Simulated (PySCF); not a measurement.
[PySCF: shieldings: GIAO PBE0/pcSseg-1; structure optimised with GFN2-xTB; non-relativistic Hamiltonian; equivalent nuclei averaged; no solvent; one computed conformer]

δ = σ(ref) − σ, references computed at the same level: 1H (σ = 31.72 ppm) and 13C (σ = 186.93 ppm) against TMS. Shifts are as computed. Against solution values, carbons near 30 ppm lie about +3 ppm off and those near 130 ppm about +5 ppm. Of 1211 compounds with measured shifts, 218 miss one by over three times the rms of a fit or turn the order of signals round; such compounds aren't used in these exercises.

Question: Order these molecules by the shift of their most deshielded carbon-bound hydrogen, lowest δ first.
A. C=C/C=C/C=C\O[SiH3]
B. C#C[C@@H]1C(=O)C[C@@H]1C
C. CC(=O)c1nnc(C#N)o1
D. C=C[C@H](O[SiH2]C#N)C(C)C

Answer: C (3.03 ppm, hydrogen on a methyl carbon α to a carbonyl), B (3.98 ppm, hydrogen on an sp3 CH α to a carbonyl), D (6.09 ppm, hydrogen on an alkene CH), A (6.70 ppm, hydrogen on an alkene CH).

Question: Order these molecules by the shift of their most deshielded carbon, lowest δ first.
A. C#C[C@@H]1C(=O)C[C@@H]1C
B. C=C[C@H](O[SiH2]C#N)C(C)C
C. CC(=O)c1nnc(C#N)o1

Answer: B (147.2 ppm, alkene CH), C (189.9 ppm, ketone carbonyl carbon), A (208.2 ppm, ketone carbonyl carbon).

Question: How many 13C and 1H signals does each give (equivalence by symmetry and fast rotation, but not about amide C–N or C=N bonds)? `C#C[C@@H]1C(=O)C[C@@H]1C`, `C=C/C=C/C=C\O[SiH3]`, `C=C[C@H](O[SiH2]C#N)C(C)C`, `CC(=O)c1nnc(C#N)o1`

Answer: C#C[C@@H]1C(=O)C[C@@H]1C: 7 C, 6 H; C=C/C=C/C=C\O[SiH3]: 6 C, 8 H; C=C[C@H](O[SiH2]C#N)C(C)C: 7 C, 9 H; CC(=O)c1nnc(C#N)o1: 5 C, 1 H.
